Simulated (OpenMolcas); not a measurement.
Pd2+ in a ligand field

Pd2+ with 6 ligands (ammonia) in tetragonal octahedral coordination (Ci) at 2.28 Å, the axial distance 2.166 Å. Ligand basis ANO-RCC-VDZP.

```json
{
 "Program": "OpenMolcas 26.06",
 "Method": "CASSCF",
 "Basis": "ANO-RCC-VDZP [6s5p3d1f]",
 "Scalar Hamiltonian": "DKH2, point nucleus",
 "Active space": "8 electrons in 5 orbitals (4d)",
 "State averaging": "2S+1 = 3 even, 10 roots; 2S+1 = 1 even, 15 roots",
 "Spin-orbit coupling": "RASSI with atomic mean-field integrals over the reference wave functions"
}
```

The lowest spin-free states, above the lowest:

```csv
State,Degeneracy,E (cm-1)
2S+1 = 3,1,0.0
2S+1 = 1,1,10991
2S+1 = 1,1,12780
2S+1 = 3,1,16051
2S+1 = 3,1,18436
2S+1 = 3,1,18442
2S+1 = 1,1,23536
2S+1 = 3,1,25291
2S+1 = 3,1,25292
2S+1 = 3,1,27452
2S+1 = 1,1,28683
2S+1 = 1,1,29916
2S+1 = 1,1,29942
2S+1 = 1,1,34069
2S+1 = 1,1,34091
2S+1 = 1,1,36053
2S+1 = 3,1,40462
2S+1 = 3,1,40537
2S+1 = 3,1,40895
2S+1 = 1,1,51064
```

The lowest levels with spin-orbit coupling:

| E (cm-1) | Degeneracy | 2S+1 |
| --- | --- | --- |
| 0.0 | 1 | 3 |
| 0.2 | 1 | 3 |
| 11.4 | 1 | 3 |
| 10698 | 1 | 1 |
| 12265 | 1 | 1 (87 %) |
| 16079 | 1 | 3 |
| 16080 | 1 | 3 |
| 16236 | 1 | 3 (89 %) |
| 18563 | 1 | 3 |
| 18564 | 1 | 3 |
| 18622 | 1 | 3 |
| 18735 | 1 | 3 |
| 18743 | 1 | 3 |
| 18878 | 1 | 3 |
| 22601 | 1 | 1 (69 %) |
| 24888 | 1 | 3 |
| 25583 | 1 | 3 |
| 25586 | 1 | 3 |
| 25616 | 1 | 3 (80 %) |
| 26369 | 1 | 3 |

Powder χT (cm3 K/mol): 0.8 at 2 K, 1.15 at 10 K, 1.26 at 50 K, 1.27 at 100 K, 1.28 at 200 K, 1.28 at 300 K. The effective moment at 300 K is 2.828 √(χT) = 3.20 μB.

The lowest level has 2S+1 = 3, for which the spin-only value is χT = S(S+1) / 2 = 1.000 cm3 K/mol (g = 2). The computed 1.284 at 300 K differs by +0.284, through orbital momentum, spin-orbit coupling and any other state in reach.

Metal share of the active 4d orbitals (Löwdin): 81, 84, 97, 97, 97 %; Mulliken charge of the metal 0.57.

Without dynamic correlation the repulsion within the d shell is too large (B by tens of per cent), so at a given field states of lower spin stand too high. Real 4d8 and 5d8 ions are as a rule square planar and diamagnetic. The least metal-like active orbital is 81 % on the metal (Löwdin) and no ligand orbital is active, so the numbers are rough. With metal d orbitals alone the field can be off either way by tens of per cent. Ligand-to-metal charge-transfer states are missing. With no ligand orbital active B as a rule stays too high, so bands that hang on it stand too high and its fall with covalency is understated. No measured value stands beside these numbers; the geometry was imposed, not optimised, and the real ion may take another.
